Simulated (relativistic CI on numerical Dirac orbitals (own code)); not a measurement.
# Co VII: from the plainest model towards the measured levels

Calculated with a relativistic CI code on KLI orbitals (one set per configuration, finite nucleus), adding one ingredient at a time: step 1, Dirac-Coulomb, each configuration alone; step 2, with Breit and QED terms; step 3, with configuration mixing; step 4, with scaled Slater integrals (0.9); step 5, with a P86 correlation estimate; step 6, tied to the ionisation limit. P86 is a density functional for the correlation energy, evaluated here for each configuration and added to its levels. Step 6 is semi-empirical: configurations made of the next ion and one excited electron move by -3231 cm⁻¹, so that their limit matches the tabulated ionisation energy, and those with a non-penetrating f or g electron also take the P86 value of the least penetrating other one.

Configurations in the expansion (outside the closed core [Ne]): 3s2 3p6 3d3, 3s2 3p6 3d2 4p, 3s2 3p5 3d4, 3s2 3p6 3d2 4s, 3s 3p6 3d4, 3s2 3p6 3d2 4d, 3s2 3p6 3d2 5s, 3s2 3p6 3d2 4f, 3s2 3p6 3d2 5p, 3s2 3p6 3d2 5d, 3s2 3p6 3d2 5f, 3s2 3p6 3d 4s 4p, 3s2 3p5 3d3 4s, 3s2 3p6 3d 4s2, 3s2 3p6 4s2 4p, 3s2 3p6 4s2 4d, 3s2 3p6 4s2 5s, 3p6 3d5, 3p5 3d6.

Computed minus measured energy above the ground level, in cm⁻¹, for 6 of the 15 excited levels that pair in every step (one J of a term; a digit in brackets numbers repeated terms):

```csv
Configuration,Term,J,Measured,Step 1,Step 2,Step 3,Step 4,Step 5,Step 6
3s2 3p6 3d3,4F,5/2,698,75,-16,-17,-14,-14,-14
3s2 3p6 3d3,4P,1/2,21096,4431,4338,2477,407,409,410
3s2 3p6 3d2 4p,4G°,5/2,445761,-182,103,-679,-1651,6442,3243
3s2 3p6 3d2 4p,4F°,3/2,446966,478,736,-1048,-1943,6114,2934
3s2 3p6 3d2 4p,4D°,1/2,451559,1410,1633,-911,-1779,5993,3044
3s2 3p6 3d2 4p,4S°,3/2,465290,4400,4572,1938,-857,7199,4022
```

Mean absolute errors in cm⁻¹, over all paired levels and for the configurations:

```tsv
Configuration, levels	Step 1	Step 2	Step 3	Step 4	Step 5	Step 6
all, 15	1492	1488	1144	1133	3874	1984
3s2 3p6 3d3, 6	2356	2206	1280	241	241	242
3s2 3p6 3d2 4p, 9	916	1010	1054	1727	6296	3146
```

Measured levels: Sugar and Corliss, J. Phys. Chem. Ref. Data 10, 1097 (1981). Some J values or terms of the table were assigned by a fit.

Question: What does each ingredient do to the ground and the excited configurations, and where is the model closest to experiment?

Answer: Terms of the ground configuration are off by 2356 at first, 1280 with mixing and 241 after scaling, which stands in for the correlation that narrows term splittings. The Breit and QED terms change the top of the ground term (measured 2723) from 3064 to 2671. Mixing lowers the ground level by 1584; relative to it the configurations that move most are 3s2 3p6 3d2 4p by -1634. The P86 estimate moves 3s2 3p6 3d2 4p by +8023, and takes the mean absolute error of the excited configurations from 1727 to 6296; it overshoots. Step 6 takes that error from 6296 to 3146; the error more than halves for 3s2 3p6 3d2 4p. The mean absolute error is lowest at step 4 (1133 cm⁻¹), and the largest single drop is from step 5 to 6 (3874 to 1984).
